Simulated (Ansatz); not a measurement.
[CrF6]3- (CrF₆³⁻). Total charge -3; doublet. Geometry PBE-D4/def2-SVPD; atoms count from 1.

```xyz
7

Cr    0.000    0.000    0.000
F    -0.460   -1.844    0.611
F     0.460    1.844   -0.611
F    -1.848    0.612    0.455
F     1.848   -0.612   -0.455
F    -0.606   -0.460   -1.846
F     0.606    0.460    1.846
```

A multiply charged anion in the gas phase is held together partly by the finite basis. The charge -3 doublet is spin-contaminated (final ⟨S²⟩ up to 1.75, 0.75 for a pure state). The highest occupied level of the charge -3 doublet lies above zero (up to 7.32 eV). The electron is either unbound and held by the finite basis, or the level is raised by self-interaction error. At PBE0-D4/def2-TZVPD a quartet of charge -3 lies 1.17 eV below the doublet, each at its own geometry.

**Question.** Estimate the Mulliken populations from the PBE0/def2-TZVPD orbitals of Ansatz.

**Answer.** 
```
atom  charge (e)  spin (α − β)  d electrons
 Cr1        1.77          1.04         3.75
  F2       -0.79         -0.01            –
  F3       -0.79         -0.01            –
  F4       -0.80          0.01            –
  F5       -0.80          0.01            –
  F6       -0.79         -0.01            –
  F7       -0.79         -0.01            –
```
Mulliken values depend strongly on the basis. With diffuse functions, as here, like atoms can get unlike values, and bond orders can come out too low or too high.

**Question.** Where does the spin sit?

**Answer.** Summed by element: Cr 1.04, F -0.04, of 1 unpaired in all. Largest on single atoms: Cr1 1.04, F2 -0.01, F3 -0.01.

**Question.** And the Mayer bond orders between heavy atoms (over 0.3)?

**Answer.** Cr1–F2 0.34 (2.00 Å); Cr1–F3 0.34 (2.00 Å); Cr1–F4 0.33 (2.00 Å); Cr1–F5 0.33 (2.00 Å); Cr1–F6 0.34 (2.00 Å); Cr1–F7 0.34 (2.00 Å).
